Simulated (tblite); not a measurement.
Compound: C₈H₁₀OP (charge -1).
Structure used (GFN2-xTB), in Å, numbered top down from 1:
```xyz
20
C8H10OP angstrom
C      3.7758   -0.2158    0.0042
C      2.5909    0.3681   -0.1923
C      1.3052   -0.2106    0.0607
P      1.0397   -1.8278    0.7271
C     -0.6801   -1.5790    0.6493
C     -1.0121   -0.3362    0.1432
O     -2.3120    0.1691   -0.0497
C     -3.3459   -0.6683    0.3513
C      0.0928    0.4496   -0.1921
C     -0.0403    1.8351   -0.7527
H      4.7104    0.2844   -0.2073
H      3.8323   -1.2214    0.3873
H      2.5756    1.3840   -0.5830
H     -1.3777   -2.3375    0.9711
H     -4.2781   -0.1329    0.1508
H     -3.3490   -1.6144   -0.2084
H     -3.2910   -0.9044    1.4237
H     -1.0965    2.0835   -0.8377
H      0.4394    2.5737   -0.1050
H      0.4156    1.9115   -1.7435
```

Calculated harmonic vibrations of the isolated species, GFN2-xTB (tblite), most abundant isotopes, no scaling. This tight-binding method is rough: wavenumbers can miss measured ones by several per cent, in bad cases by 10 to 20. One conformer, not necessarily the lowest.

Harmonic wavenumbers (cm⁻¹): 43.7, 82.4, 115.0, 140.0, 160.1, 202.5, 220.2, 257.2, 279.8, 296.4, 359.6, 433.8, 487.4, 528.6, 538.4, 564.2, 654.7, 678.0, 699.0, 784.6, 837.5, 930.9, 966.5, 995.1, 1030.9, 1032.8, 1055.6, 1114.0, 1136.5, 1167.6, 1190.8, 1253.2, 1305.7, 1385.9, 1388.9, 1405.9, 1416.3, 1468.8, 1478.5, 1486.6, 1501.7, 1509.7, 1514.4, 1644.7, 2855.9, 2887.6, 2933.4, 2953.5, 2961.7, 2972.0, 3024.8, 3045.2, 3048.8, 3102.0.

A = 2219, B = 801.8, C = 593.4 MHz; mass 153.047 u (most abundant isotopes); point group Cs, symmetry number 1.

Q: Zero-point energy?

A: ½Σν̃ = 33764 cm⁻¹ = 96.54 kcal/mol.

Q: Give the ideal-gas entropy at 350 K and 1 bar in the rigid-rotor, harmonic-oscillator model (classical rotation).

A: Translation 41.81, rotation 30.58, vibration 38.85: S = 111.2 cal/(mol K).

Q: And Cp and H(350 K) − H(0)?

A: Cp = 47.87 cal/(mol K), of which vibrations give 39.92 (their classical limit is 54 R = 107.3); H(350 K) − H(0) = 9.98 kcal/mol without the zero-point energy, 7.20 from vibrations.

Q: Which modes carry the vibrational entropy at 350 K?

A: 43.7 cm⁻¹: 5.40; 82.4 cm⁻¹: 4.15; 115.0 cm⁻¹: 3.49; 140.0 cm⁻¹: 3.11; 160.1 cm⁻¹: 2.85; 202.5 cm⁻¹: 2.41 cal/(mol K); the other 48 give 17.43 together.

Q: Blend soft modes into free rotors: weight 1/[1 + (100 cm⁻¹/ν̃)⁴] for the oscillator and the rest for a rotor with moment μB/(μ + B), μ = h/(8π²ν), B = 10⁻⁴⁴ kg m². What vibrational entropy results?

A: 36.35 cal/(mol K) in place of 38.85, which changes −T·S at 350 K by +0.87 kcal/mol.

Q: What must be added to the electronic energy to get the Gibbs energy at 350 K and 1 bar?

A: ZPE + [H(350 K) − H(0)] − T·S = 96.54 + 9.98 − 38.93 = 67.59 kcal/mol.

Hindered rotation and anharmonicity are outside this model. Other conformers, if any are populated, would add a mixing term that is left out.
